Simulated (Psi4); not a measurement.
BeCl (SMILES [Be+][Cl]), charge +1, singlet, geometry from GFN2-xTB (such geometries of metal compounds can be far from the true shape); Psi4 with B3LYP/6-31+G*, TDA.

Here is a job for Psi4.
```
memory 2 GB

molecule {
1 1
  Be   -0.00000000   -0.00000000   -1.34550449
  Cl    0.00000000    0.00000000    0.31658929
symmetry c1
}

set basis 6-31+g*
set puream true
set save_jk true
set tdscf_states [5]
set tdscf_tda true
set d_convergence 1e-8

energy('td-b3lyp')
print_variables()
```

The log (banner, timings and long lists left out):

```
   => Loading Basis Set <=

    Name: 6-31+G*
    Role: ORBITAL
    Keyword: BASIS

         ---------------------------------------------------------
                                   SCF
               by Justin Turney, Rob Parrish, Andy Simmonett
                          and Daniel G. A. Smith
                              RKS Reference
         ---------------------------------------------------------

  ==> Geometry <==

    Molecular point group: c1
    Full point group: C_inf_v

    Geometry (in Angstrom), charge = 1, multiplicity = 1:

       Center              X                  Y                   Z               Mass
    ------------   -----------------  -----------------  -----------------  -----------------
         BE           0.000000000000     0.000000000000    -1.321513046460     9.012183065000
         CL           0.000000000000     0.000000000000     0.340580733540    34.968852682000

  Running in c1 symmetry.

  Rotational constants: A = ************  B =      0.85161  C =      0.85161 [cm^-1]
  Rotational constants: A = ************  B =  25530.55260  C =  25530.55260 [MHz]
  Nuclear repulsion =   21.649831530901949

  Charge       = 1
  Multiplicity = 1
  Electrons    = 20
  Nalpha       = 10
  Nbeta        = 10

  ==> Algorithm <==

  SCF Algorithm Type is DF.
  DIIS enabled.
  MOM disabled.
  Fractional occupation disabled.
  Guess Type is SAD.
  Energy threshold   = 1.00e-06
  Density threshold  = 1.00e-08
  Integral threshold = 1.00e-12

  ==> Primary Basis <==

  Basis Set: 6-31+G*
    Blend: 6-31+G*
    Number of shells: 18
    Number of basis functions: 40
    Number of Cartesian functions: 42
    Spherical Harmonics?: true
    Max angular momentum: 2

  ==> DFT Potential <==

   => LibXC <=

    Version 7.1.2
    S. Lehtola, C. Steigemann, M. J. T. Oliveira, and M. A. L. Marques,  SoftwareX 7, 1–5 (2018) (10.1016/j.softx.2017.11.002)

   => Composite Functional: B3LYP <=

    B3LYP Hyb-GGA Exchange-Correlation Functional

    P. J. Stephens, F. J. Devlin, C. F. Chabalowski, and M. J. Frisch,  J. Phys. Chem. 98, 11623 (1994) (10.1021/j100096a001)

    Deriv               =              1
    GGA                 =           TRUE
    Meta                =          FALSE

    Exchange Hybrid     =           TRUE
    MP2 Hybrid          =          FALSE

   => Exchange Functionals <=

    0.0800   Slater exchange
    0.7200         Becke 88

   => Exact (HF) Exchange <=

    0.2000               HF

   => Correlation Functionals <=

    0.1900   Vosko, Wilk & Nusair (VWN5_RPA)
    0.8100   Lee, Yang & Parr

   => LibXC Density Thresholds  <==

    XC_HYB_GGA_XC_B3LYP:  1.00E-15

   => Molecular Quadrature <=

    Radial Scheme          =       TREUTLER
    Pruning Scheme         =           NONE
    Nuclear Scheme         =       TREUTLER

    Blocking Scheme        =         OCTREE
    BS radius alpha        =              1
    Pruning alpha          =              1
    Radial Points          =             75
    Spherical Points       =            302
    Total Points           =          44633
    Total Blocks           =            429
    Max Points             =            255
    Max Functions          =             40
    Weights Tolerance      =       1.00E-15

   => Loading Basis Set <=

    Name: (6-31+G* AUX)
    Role: JKFIT
    Keyword: DF_BASIS_SCF

  ==> Integral Setup <==

  SCF_SUBTYPE=INCORE selected. In-core MEM_DF algorithm will be used.
  Using in-core AOs.

  ==> MemDFJK: Density-Fitted J/K Matrices <==

    J tasked:                   Yes
    K tasked:                   Yes
    wK tasked:                   No
    Algorithm:                 Core
    Schwarz Cutoff:           1E-12
    Mask sparsity (%):       0.0000
    Fitting Condition:        1E-10

   => Auxiliary Basis Set <=

  Basis Set: (6-31+G* AUX)
    Blend: DEF2-UNIVERSAL-JKFIT + HEAVY-AUG-CC-PVDZ-JKFIT
    Number of shells: 57
    Number of basis functions: 179
    Number of Cartesian functions: 210
    Spherical Harmonics?: true
    Max angular momentum: 3

  Minimum eigenvalue in the overlap matrix is 5.3876949287E-03.
  Reciprocal condition number of the overlap matrix is 1.1976446324E-03.
    Using symmetric orthogonalization.

  ==> Pre-Iterations <==

  SCF Guess: Superposition of Atomic Densities via on-the-fly atomic UHF (no occupation information).

   -------------------------
    Irrep   Nso     Nmo
   -------------------------
     A         40      40
   -------------------------
    Total      40      40
   -------------------------

  ==> Iterations <==

                           Total Energy        Delta E     RMS |[F,P]|

   @DF-RKS iter SAD:  -474.71774368073386   -4.74718e+02   0.00000e+00
   @DF-RKS iter   1:  -474.58338182688874    1.34362e-01   6.67185e-03 DIIS/ADIIS
   @DF-RKS iter   2:  -474.55198227198582    3.13996e-02   8.62451e-03 DIIS/ADIIS
   @DF-RKS iter   3:  -474.62595029427388   -7.39680e-02   1.48164e-03 DIIS/ADIIS
   @DF-RKS iter   4:  -474.62829187982936   -2.34159e-03   1.64377e-04 DIIS/ADIIS
   @DF-RKS iter   5:  -474.62831749294003   -2.56131e-05   1.37441e-05 DIIS
   @DF-RKS iter   6:  -474.62831771280935   -2.19869e-07   2.68049e-07 DIIS
   @DF-RKS iter   7:  -474.62831771293929   -1.29944e-10   2.29839e-08 DIIS
   @DF-RKS iter   8:  -474.62831771294032   -1.02318e-12   2.31900e-09 DIIS
  Energy and wave function converged.

  ==> Post-Iterations <==

   Electrons on quadrature grid:
      Ntotal   =   19.9999993321 ; deviation = -6.679e-07

    Orbital Energies [Eh]
    ---------------------

    Doubly Occupied:

[...]
      10A     -0.591631

    Virtual:

[...]
    Final Occupation by Irrep:
              A
    DOCC [    10 ]
    NA   [    10 ]
    NB   [    10 ]

  @DF-RKS Final Energy:  -474.62831771294032

   => Energetics <=

    Nuclear Repulsion Energy =             21.6498315309019489
    One-Electron Energy =                -692.2319851302052029
    Two-Electron Energy =                 220.8525441397030704
[...]
    Total Energy =                       -474.6283177129403157
[...]

Properties computed using the SCF density matrix

 Multipole Moments:

 ------------------------------------------------------------------------------------
     Multipole            Electronic (a.u.)      Nuclear  (a.u.)        Total (a.u.)
 ------------------------------------------------------------------------------------

 L = 1.  Multiply by 2.5417464519 to convert [e a0] to [Debye]
 Dipole X            :          0.0000000            0.0000000            0.0000000
 Dipole Y            :         -0.0000000            0.0000000           -0.0000000
 Dipole Z            :         -3.9789949            0.9520824           -3.0269126
 Magnitude           :                                                    3.0269126

 ------------------------------------------------------------------------------------

******************************************************************************************
**********                               WARNING                                **********
**********       The names of excited state variables changed between 1.5       **********
**********     and 1.6. For a quick solution, remove the symmetry specifier     **********
**********   from the variable name. For full details, see 'Notes on Psivars'   **********
**********                        in the documentation.                         **********
******************************************************************************************

         ---------------------------------------------------------
                         TDSCF excitation energies
                 by Andrew M. James and Daniel G. A. Smith
         ---------------------------------------------------------

  ==> Options <==

     Residual threshold  : 1.0000e-06
     Initial guess       : denominators
     Reference           : RHF
     Solver type         : TDA (Davidson)

  ==> Requested Excitations <==

      5 singlet states with A symmetry

  ==> Seeking the lowest 5 singlet states with A symmetry

                         Generalized Davidson Solver
                               By Ruhee Dcunha

  ==> Options <==

    Max number of iterations        = 60
    Eigenvector tolerance           = 1.0000e-06
    Max number of expansion vectors = 1500

  => Iterations <=
                           Max[D[value]]     Max[|R|]   # vectors
  DavidsonSolver iter   1:   2.60158e-01  3.48514e-02     20
  DavidsonSolver iter   2:   1.22387e-03  5.23231e-03     25
  DavidsonSolver iter   3:   3.30082e-05  6.23742e-04     30
  DavidsonSolver iter   4:   3.60467e-07  5.37601e-05     35
  DavidsonSolver iter   5:   1.11127e-09  2.78150e-06     39
  DavidsonSolver iter   6:   2.48063e-12  5.44924e-07     40      Converged

******************************************************************************************
**********                               WARNING                                **********
**********  Length-gauge rotatory strengths are **NOT** gauge-origin invariant  **********
******************************************************************************************

                                    Excitation Energy         Total Energy        Oscillator Strength             Rotatory Strength
     #   Sym: GS->ES (Trans)        au              eV              au          au (length)    au (velocity)    au (length)    au (velocity)
    ---- -------------------- --------------- --------------- --------------- --------------- --------------- --------------- ---------------
     1        A->A (1 A)       0.14179         3.85839        -474.48652       0.0186          0.0099         -0.0000         -0.0000
     2        A->A (1 A)       0.14179         3.85839        -474.48652       0.0186          0.0099         -0.0000         -0.0000
     3        A->A (1 A)       0.21797         5.93136        -474.41034       0.0276          0.0207         -0.0000         -0.0000
     4        A->A (1 A)       0.25877         7.04141        -474.36955       0.0000          0.0000          0.0000         -0.0000
     5        A->A (1 A)       0.25976         7.06830        -474.36856       0.0000          0.0000         -0.0000         -0.0000

Contributing excitations
Only contributions with abs(coeff) > 1.00e-01 will be printed:

Excited State    1 (1 A):   0.14179 au   321.34 nm f = 0.0186
  Sums of squares: Xssq =  1.000000e+00
     10a  ->  11a    -0.999642 (99.928%)

Excited State    2 (1 A):   0.14179 au   321.34 nm f = 0.0186
  Sums of squares: Xssq =  1.000000e+00
      9a  ->  11a    -0.999642 (99.928%)

Excited State    3 (1 A):   0.21797 au   209.03 nm f = 0.0276
  Sums of squares: Xssq =  1.000000e+00
      8a  ->  11a    -0.975296 (95.120%)
      9a  ->  12a     0.152852 ( 2.336%)
     10a  ->  13a     0.152852 ( 2.336%)

Excited State    4 (1 A):   0.25877 au   176.08 nm f = 0.0000
  Sums of squares: Xssq =  1.000000e+00
      9a  ->  13a    -0.706438 (49.905%)
     10a  ->  12a     0.706438 (49.905%)

Excited State    5 (1 A):   0.25976 au   175.41 nm f = 0.0000
  Sums of squares: Xssq =  1.000000e+00
      9a  ->  12a     0.706297 (49.886%)
     10a  ->  13a    -0.706297 (49.886%)

******************************************************************************************
**********                               WARNING                                **********
**********       The names of excited state variables changed between 1.5       **********
**********     and 1.6. For a quick solution, remove the symmetry specifier     **********
**********   from the variable name. For full details, see 'Notes on Psivars'   **********
**********                        in the documentation.                         **********
******************************************************************************************

  Variable Map:
  ----------------------------------------------------------------------------
[...]
  Array Variable Map:
  ----------------------------------------------------------------------------
[...]
[...]
```
